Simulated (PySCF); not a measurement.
`C1C[P@]2(=O)CC[C@H]1C2`, C6H11OP

Cartesian coordinates in Å; atom numbers follow the order of the lines, from 1:
```xyz
19

O    -0.383   -2.544    1.368
P    -0.190   -1.272    0.666
C    -1.449   -0.683   -0.534
C    -1.133    0.812   -0.682
C     0.106    1.131    0.174
C     1.371    0.546   -0.477
C     1.341   -0.979   -0.306
C    -0.083    0.370    1.481
H    -2.445   -0.863   -0.126
H    -1.375   -1.232   -1.474
H    -1.974    1.413   -0.331
H    -0.950    1.080   -1.723
H     0.209    2.211    0.308
H     1.419    0.828   -1.530
H     2.253    0.963    0.013
H     2.198   -1.357    0.254
H     1.304   -1.515   -1.255
H     0.767    0.456    2.157
H    -0.995    0.644    2.011
```

The calculation used PySCF, GIAO BHandHLYP/pcSseg-1 magnetisability, rotational g tensor and spin-rotation constants, non-relativistic, gas phase. Geometry: GFN2-xTB.

Question: What are the magnetisability and the molar susceptibility?

Answer: Isotropic -1440 × 10⁻³⁰ J/T², or -86.7 × 10⁻⁶ cm³/mol; principal values -1541, -1441, -1337 × 10⁻³⁰ J/T², anisotropy 176 × 10⁻³⁰ J/T² (root of half the summed squared differences of the principal values). The susceptibility is in cgs units.

Question: Split it along the inertial axes a, b, c into diamagnetic and paramagnetic parts about the centre of mass, with the quadrupole moment.

Answer: 
```
axis  χ (10⁻⁶ cm³/mol)  diamagnetic (10⁻⁶ cm³/mol)  paramagnetic (10⁻⁶ cm³/mol)  summed x² of all electrons (Å²)  quadrupole Θ (D Å)
   a             -92.3                      -579.5                        487.2                            130.6              -15.66
   b             -86.8                      -784.9                        698.1                             82.2               +8.05
   c             -81.0                      -903.1                        822.0                             54.4               +7.61
```
Anisotropies 2χaa − χbb − χcc = -16.8 and 2χbb − χaa − χcc = -0.2 × 10⁻⁶ cm³/mol. Θ is traceless in Buckingham's convention.

Question: And the rotational g tensor?

Answer: 
| axis | rotational constant (GHz) | g | nuclear part | electronic part |
| --- | --- | --- | --- | --- |
| a | 2.7976 | -0.0034 | 0.6370 | -0.6404 |
| b | 1.8167 | -0.0188 | 0.5770 | -0.5958 |
| c | 1.5504 | -0.0201 | 0.5787 | -0.5987 |

Asymmetric top; isotopes 12C, 1H, 16O, 31P; no vibrational averaging.
